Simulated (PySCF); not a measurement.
# How methods differ on the excitation energy of Zn⁺

Zn⁺ [Ar] 3d10 4s1 (2S) → Zn⁺ [Ar] 3d10 4p1 (2P), as a difference of total energies. Computed with PySCF 2.14 in x2c-TZVPPall with one added diffuse shell each of s, p, d, f type (7s6p5d3f1g, 80 functions), with scalar relativity by spin-free X2C-1e. Correlated levels: valence: [Ar] frozen. The calculations carry no spin-orbit coupling.

```json
{"method": "UHF", "excitation energy (cm⁻¹)": "45608"}
{"method": "MP2 (valence)", "excitation energy (cm⁻¹)": "49165"}
{"method": "SCS-MP2 (valence)", "excitation energy (cm⁻¹)": "48736"}
{"method": "CCSD (valence)", "excitation energy (cm⁻¹)": "48472"}
{"method": "CCSD(T) (valence)", "excitation energy (cm⁻¹)": "48641"}
```

Errors of the correlated levels include the incompleteness of this basis and the frozen core.

For comparison: 49064 cm⁻¹ (measured; NIST levels, between the centres of gravity of the two terms).
